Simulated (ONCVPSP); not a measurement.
# Potentials for As compared

Generated with ld1.x 7.5 (TM, RRKJ, ultrasoft, PAW), atompaw 4.2 or ONCVPSP 4.0.1. The cutoff is in Ry: for ld1.x and atompaw files where the sum of valence levels is converged to 10 mRy in a Bessel basis, for ONCV files where the hardest occupied wave has 1 mHa per electron of residual kinetic energy. The error is the largest all-electron minus pseudo excitation energy over each file’s own four to seven test configurations (ionisations up to +4, promotions, holes and added fractions of an electron), all of which were solved. The labels leave out finer settings (local radius, basis sizes, second energies), which also bear on the numbers. Spin-polarised tests are not counted. The rows are a selection from randomly drawn settings: files with unsolved tests, undetermined cutoffs or missed reference levels are left out.

A true bound ghost makes a file unfit for plane-wave use even where its test errors are small: the radial tests pick states by their node count and pass the ghost by.

| potential | cutoff (Ry) | largest error (meV) | bound ghosts |
| --- | --- | --- | --- |
| ONCV, PBE, non-relativistic, rc 1.35/1.50/0.60 (spd), local smoothed, core correction yes, reference 3d10 4s2 4p3, qcut 4.5/6.6/17.4, projectors 2/2/2 | 1523 | -35 | s, p |
| ONCV, PBE, fully relativistic, rc 1.10/1.15/0.60 (spd), local smoothed, core correction no, reference 3s2 3p6 3d10 4s2 4p3, qcut 13/10.1/17.1, projectors 3/3/2 | 922 | +17 | none |

**Question.** Fill in the row for As: ONCV, PBEsol, scalar-relativistic, rc 1.60/1.60 (sp), local p, core correction yes, reference 4s1.5 4p3.5, qcut 3.4/5.8, projectors 2/0.

**Answer.** cutoff 87 Ry, largest error -24 meV, bound ghosts: none.

**Question.** Fill in the row for As: ONCV, PBEsol, scalar-relativistic, rc 0.90/0.90/0.60 (spd), local smoothed, core correction yes, reference 3s2 3p6 3d10 4s2, qcut 16.4/17/16.8, projectors 3/2/2.

**Answer.** cutoff 1561 Ry, largest error -43 meV, bound ghosts: none.

**Question.** Fill in the row for As: ONCV, LDA (Perdew-Zunger), scalar-relativistic, rc 1.15/0.65/0.75 (spd), local smoothed, core correction no, reference 3s2 3p6 3d10 4s2, qcut 8.1/13.3/25.4, projectors 2/2/2.

**Answer.** cutoff 415 Ry, largest error -376 meV, bound ghosts: none.
